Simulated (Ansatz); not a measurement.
C₂H₆AlClSi, SMILES `[AlH2][C]1(Cl)C[SiH2]1`. Charge 0, multiplicity 1.

```xyz
11

Al    0.041   -0.219   -2.043
C     0.049   -0.238   -0.096
Cl    0.539   -1.995   -0.409
C     0.822    0.523    0.968
Si   -0.983    0.275    1.335
H     1.373    0.210   -2.783
H    -1.311   -0.558   -2.791
H     1.302    1.448    0.663
H     1.455   -0.074    1.624
H    -2.005    1.321    1.125
H    -1.283   -0.693    2.408
```

(1) Give the diagnostics of a CCSD(T)/def2-TZVPP run (frozen core, Ansatz). (An estimate is asked.)

Answers

(1) Computed: T1 = 0.0123, largest single amplitude 0.023, largest double 0.028, (T) share of the correlation energy 4.4 %, 9 CCSD cycles. The RHF solution is stable towards an unrestricted one. T1 lies under the customary mark of 0.02 for closed shells.
